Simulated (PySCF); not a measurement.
H₉OPSi₃.
SMILES with atom numbers: `[SiH3:1][SiH2:2][O:3][SiH2:4][PH2:5]` (hydrogens: H6, H7, H8 on Si1; H9, H10 on Si2; H11, H12 on Si4; H13, H14 on P5)

Method: PBE0-D3(BJ)/def2-SVP geometry optimisation, gas phase in PySCF.

Problem. Give the optimised bond lengths and angles.

Solution. 
```
                  bond  length (Å)   order
               Si1–Si2       2.348  single
                Si2–O3       1.669  single
                O3–Si4       1.660  single
                Si4–P5       2.266  single
Si1–H6, Si1–H7, Si1–H8       1.496  single
       Si2–H9, Si2–H10       1.496  single
      Si4–H11, Si4–H12       1.492  single
        P5–H13, P5–H14       1.429  single
```

Bonds in one row agree within 0.01 Å and their mean is given. Orders are formal, as drawn. A selection of angles:
```
      angle  degrees
 Si2–Si1–H6    109.8
  H6–Si1–H7    109.0
 Si1–Si2–O3    110.3
 Si1–Si2–H9    111.0
Si1–Si2–H10    109.6
  O3–Si2–H9    107.8
 O3–Si2–H10    109.8
 H9–Si2–H10    108.3
 Si2–O3–Si4    139.9
  O3–Si4–P5    108.4
 O3–Si4–H11    108.4
 O3–Si4–H12    110.1
 P5–Si4–H11    113.6
 P5–Si4–H12    107.1
H11–Si4–H12    109.1
 Si4–P5–H13     94.4
 H13–P5–H14     94.0
```

Dihedral angles: Si1–Si2–O3–Si4 71° (synclinal); Si2–O3–Si4–P5 9° (synperiplanar). The mirror-image conformer, all signs reversed, is as good.

Si2 (oxygen-bound silicon) is tetrahedral (angles from 107.8° to 111.0°). P5 (three-coordinate phosphorus) is pyramidal (angles 94.4°, 94.0° and 92.9°, sum 281.3°, 0.86 Å off the plane of its three neighbours). Si1 (SiH3 silicon) is tetrahedral (angles from 108.8° to 110.4°). Si4 (oxygen-bound silicon) is distorted tetrahedral (angles from 107.1° to 113.6°).

Point group: C1 (no symmetry element, even within 0.4 Å). Whether it is a minimum is left open (no frequencies). One conformer, not necessarily the lowest (Si1–Si2–O3–Si4 71°, Si2–O3–Si4–P5 9°, O3–Si4–P5–H 83° and 177°).
